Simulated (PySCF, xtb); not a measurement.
NaF, SMILES [F][Na].

GFN2-xTB (xtb) at its own geometry gives an orbital gap of 2.10 eV and a dipole moment of 7.27 D.

The structure is a stationary point at B3LYP-D3(BJ)/def2-TZVPD.

Q: What does r2SCAN/def2-TZVPD in PySCF give? (An estimate is asked for; the answer gives what the named calculation found.)

A: gap 4.03 eV (levels -5.26 and -1.23 eV), dipole 8.06 D.
